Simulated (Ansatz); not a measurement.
`CBC(C)=O` and `CC(=O)I` differ in one atom or group.

Ansatz, PBE0-D4/def2-TZVP geometries, multiplicity 1. Each molecule was computed in one conformer, which needn't be the lowest.

Elements past krypton have def2 core potentials.

| property | `CBC(C)=O` |
| --- | --- |
| HOMO energy (ωB97M-V/def2-TZVPP) / eV | -9.35 |
| LUMO energy (PBE0/def2-TZVPP) / eV | -0.89 |
| size of the dipole moment (ωB97M-V/def2-TZVPP) / D | 2.84 |
| HOMO–LUMO gap (ωB97M-V/def2-TZVPP) / eV | 10.38 |
| size of the dipole moment (B3LYP/def2-TZVPP) / D | 2.81 |
| HOMO–LUMO gap (PBE/def2-TZVPP) / eV | 3.72 |

**Question.** Give the same properties after the change, and the shifts. (An estimate is asked.)

**Answer.** Ansatz gave: 
```json
{"property": "HOMO energy (ωB97M-V/def2-TZVPP) / eV", "`CC(=O)I`": "-9.70", "shift": "-0.35"}
{"property": "LUMO energy (PBE0/def2-TZVPP) / eV", "`CC(=O)I`": "-1.25", "shift": "-0.36"}
{"property": "size of the dipole moment (ωB97M-V/def2-TZVPP) / D", "`CC(=O)I`": "2.76", "shift": "-0.08"}
{"property": "HOMO–LUMO gap (ωB97M-V/def2-TZVPP) / eV", "`CC(=O)I`": "10.62", "shift": "0.24"}
{"property": "size of the dipole moment (B3LYP/def2-TZVPP) / D", "`CC(=O)I`": "2.75", "shift": "-0.06"}
{"property": "HOMO–LUMO gap (PBE/def2-TZVPP) / eV", "`CC(=O)I`": "3.97", "shift": "0.25"}
```

With PBE0 the HOMO falls by 0.53 eV and the LUMO falls by 0.36 eV, so the gap widens by about 0.17 eV. PBE moves the HOMO by -0.74 eV and ωB97M-V by -0.35 eV. Dipoles are sizes alone; their direction can turn.

B3LYP here is the variant with VWN-RPA as its local correlation; programs differ in this.

Spin–orbit coupling is left out; it splits and shifts lone-pair levels of the heavy atoms by tenths of an eV.
